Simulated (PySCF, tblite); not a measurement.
Species: C6H13PS.
SMILES with atom numbers: `[CH2:1]=[CH:2][CH2:3][P@@:4]([CH3:5])(=[S:6])[CH2:7][CH3:8]` (hydrogens: H9, H10 on C1; H11 on C2; H12, H13 on C3; H14, H15, H16 on C5; H17, H18 on C7; H19, H20, H21 on C8)

The geometry is computed with GFN2-xTB (gas phase).

Problem. List the bond lengths, angles and torsions at this level.

Solution. 
```
                  bond  length (pm)
                 C1=C2        132.0
                 C2–C3        149.0
                 C3–P4        185.8
                 P4–C5        183.7
                 P4=S6        193.8
                 P4–C7        185.3
                 C7–C8        152.1
                 C1–H9        107.6
                C1–H10        107.9
                C2–H11        108.2
                C3–H12        109.2
                C3–H13        109.4
C5–H14, C5–H15, C5–H16        108.9
                C7–H17        109.4
                C7–H18        109.2
C8–H19, C8–H20, C8–H21        108.9
```

Bonds in one row agree within 1 pm and their mean is given. A selection of angles:
```
   angle  degrees
C1–C2–C3    124.2
C2–C3–P4    108.0
C3–P4–C5    103.4
C3–P4–S6    114.7
C3–P4–C7    104.7
C5–P4–S6    114.5
C5–P4–C7    103.4
S6–P4–C7    114.8
P4–C7–C8    110.9
```

Dihedral angles: C1–C2–C3–P4 113° (anticlinal); C2–C3–P4–C5 -66° (synclinal); C3–P4–C7–C8 -74° (synclinal).

The 3 C–C bonds span 1.320 Å (C1=C2, drawn double) to 1.521 Å (C7–C8, drawn single), a spread of 0.201 Å. The C–P distances run from 1.837 Å (P4–C5, drawn single) to 1.858 Å (C3–P4, drawn single), a spread of 0.021 Å. P4 (phosphorus bonded to 3 C and S) is distorted tetrahedral (angles from 103.4° to 114.8°). Of the pairs four or more bonds apart, S6···H21 is among the closest relative to their van der Waals radii: 2.96 Å, 99 % of the sum of Bondi's values.

Point group: C1 (no symmetry element, even within 0.4 Å). Its GFN2-xTB frequencies are all real (lowest 39 cm⁻¹). The numbers are those of one conformer. 3 starts were optimised and ended at 0.00, 0.00 and 0.55 kcal/mol (GFN2-xTB); the lowest of these is shown.
